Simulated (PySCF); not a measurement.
C2H3O (SMILES [CH2]C=O), doublet, at a GFN2-xTB geometry, with bond 1-2 at 1.25 times its length; PBE/STO-3G run with PySCF.

The PySCF input:
```python
from pyscf import gto, scf, dft

mol = gto.Mole()
mol.atom = '''
    O     1.365551    0.218342   -0.553518
    C     0.040807    0.357824    0.205885
    H    -0.136440    1.236323    0.851899
    C    -1.013430   -0.577298    0.147867
    H    -1.923061   -0.430955    0.701326
    H    -0.909579   -1.458429   -0.462633
'''
mol.basis = 'sto-3g'
mol.charge = 0
mol.spin = 1
mol.verbose = 5
mol.build()

mf = dft.UKS(mol)
mf.xc = 'pbe'
mf.kernel()
mo_i, mo_e, stable_i, stable_e = mf.stability(internal=True, external=False, return_status=True, nroots=6, tol=1e-6)
print('internally stable:', stable_i, ' externally stable:', stable_e)
if not stable_i:
    umf = mf.copy()
    umf.scf_summary = {}
    umf.kernel(umf.make_rdm1(mo_i, mf.mo_occ))
mf.analyze()
```

It wrote (shortened):

```
PySCF version 2.14.0

[INPUT] verbose = 5
[INPUT] max_memory = 4000
[INPUT] num. atoms = 6
[INPUT] num. electrons = 23
[INPUT] charge = 0
[INPUT] spin (= nelec alpha-beta = 2S) = 1
[INPUT] symmetry False subgroup None
[INPUT] Mole.unit = angstrom
[INPUT] Symbol           X                Y                Z      unit          X                Y                Z       unit  Magmom
[...]
[INPUT] ---------------- BASIS SET ----------------
[INPUT] l, kappa, [nprim/nctr], expnt,             c_1 c_2 ...
[INPUT] H
[...]
                                0.62391373        0.53532814
                                0.1688554         0.44463454
[INPUT] C
[...]
                                13.045096         0.53532814
                                3.5305122         0.44463454
[...]
                                0.6834831         0.39951283
                                0.2222899         0.70011547
[...]
                                0.6834831         0.60768372
                                0.2222899         0.39195739
[INPUT] O
[...]
                                23.808861         0.53532814
                                6.4436083         0.44463454
[...]
                                1.1695961         0.39951283
                                0.380389          0.70011547
[...]
                                1.1695961         0.60768372
                                0.380389          0.39195739

nuclear repulsion = 58.2186609703152
number of shells = 12
number of NR pGTOs = 54
number of NR cGTOs = 18
basis = sto-3g
ecp = {}

******** <class 'pyscf.dft.uks.UKS'> ********
method = UKS
initial guess = minao
damping factor = 0
level_shift factor = 0
DIIS = <class 'pyscf.scf.diis.CDIIS'>
diis_start_cycle = 1
diis_space = 8
diis_damp = 0
SCF conv_tol = 1e-09
SCF conv_tol_grad = None
SCF max_cycles = 50
direct_scf = True
direct_scf_tol = 1e-13
number electrons alpha = 12  beta = 11
XC library pyscf.dft.libxc version 7.1.2
    S. Lehtola, C. Steigemann, M. J. T. Oliveira, and M. A. L. Marques,  SoftwareX 7, 1–5 (2018)
XC functionals = pbe
    J. P. Perdew, K. Burke, and M. Ernzerhof,  Phys. Rev. Lett. 77, 3865 (1996)
    J. P. Perdew, K. Burke, and M. Ernzerhof,  Phys. Rev. Lett. 78, 1396 (1997)
    J. P. Perdew, K. Burke, and M. Ernzerhof,  Phys. Rev. Lett. 77, 3865 (1996)
    J. P. Perdew, K. Burke, and M. Ernzerhof,  Phys. Rev. Lett. 78, 1396 (1997)
radial grids:
    Treutler-Ahlrichs [JCP 102, 346 (1995); DOI:10.1063/1.469408] (M4) radial grids

[...]
converged SCF energy = -150.950333546088  <S^2> = 0.75363342  2S+1 = 2.0036301
<class 'pyscf.dft.uks.UKS'> wavefunction has an internal instability
internally stable: False  externally stable: None
converged SCF energy = -150.950333545838  <S^2> = 0.75363333  2S+1 = 2.00363
Total Energy =                        -150.950333546087506
[...]
0 O 2s          -0.01281  -0.04801   0.05483
0 O 2px          0.01111   0.04707  -0.10476
0 O 2py         -0.03747  -0.07129  -0.04163
0 O 2pz         -0.02935  -0.06899   0.02671
1 C 1s           0.00270   0.00680  -0.00069
1 C 2s          -0.08774  -0.34536   0.01347
1 C 2px          0.14488   0.47947  -0.08782
1 C 2py          0.08691   0.31629   0.34693
1 C 2pz         -0.01837  -0.04263   0.26415
2 H 1s           0.04439   0.02827  -0.31194
3 C 1s          -0.01307  -0.00496  -0.00083
3 C 2s           0.63049   0.25058   0.04637
3 C 2px         -0.15996   0.39354   0.43799
3 C 2py         -0.18967   0.50413  -0.22844
3 C 2pz         -0.03906   0.11983  -0.36651
4 H 1s          -0.46164   0.03199   0.43168
5 H 1s          -0.53385   0.21576  -0.34840

To work with the spin densities directly, `use mulliken_meta_spin()` only printing them here.

 ** Mulliken spin pop alpha/beta on meta-lowdin orthogonal AOs **
 ** Mulliken Spin Density (per AO)  **
spin_pop of  0 O 1s       -0.00000
spin_pop of  0 O 2s        0.00414
spin_pop of  0 O 2px       0.12362
spin_pop of  0 O 2py       0.72280
spin_pop of  0 O 2pz       0.16719
spin_pop of  1 C 1s       -0.00000
spin_pop of  1 C 2s       -0.01003
spin_pop of  1 C 2px      -0.02057
spin_pop of  1 C 2py      -0.00509
spin_pop of  1 C 2pz      -0.00957
spin_pop of  2 H 1s        0.02837
spin_pop of  3 C 1s        0.00000
spin_pop of  3 C 2s        0.00455
spin_pop of  3 C 2px       0.00608
spin_pop of  3 C 2py       0.00075
spin_pop of  3 C 2pz      -0.01303
spin_pop of  4 H 1s        0.00073
spin_pop of  5 H 1s        0.00008
 ** Mulliken Spin Density (per atom)  **
spin density of  0 O =      1.01775
spin density of  1 C =     -0.04527
spin density of  2 H =      0.02837
spin density of  3 C =     -0.00165
spin density of  4 H =      0.00073
spin density of  5 H =      0.00008
 ** Mulliken pop alpha/beta on meta-lowdin orthogonal AOs **
 ** Mulliken pop       alpha | beta **
[...]
In total            12.00000 | 11.00000
 ** Mulliken atomic charges   ( Nelec_alpha | Nelec_beta ) **
charge of  0O =      0.02047  (     4.49864      3.48089 )
charge of  1C =     -0.03302  (     2.99387      3.03915 )
charge of  2H =      0.06616  (     0.48110      0.45274 )
charge of  3C =     -0.16369  (     3.08102      3.08267 )
charge of  4H =      0.05816  (     0.47129      0.47056 )
charge of  5H =      0.05192  (     0.47408      0.47400 )
Dipole moment(X, Y, Z, Debye): -0.27949,  0.37699,  0.38025
```
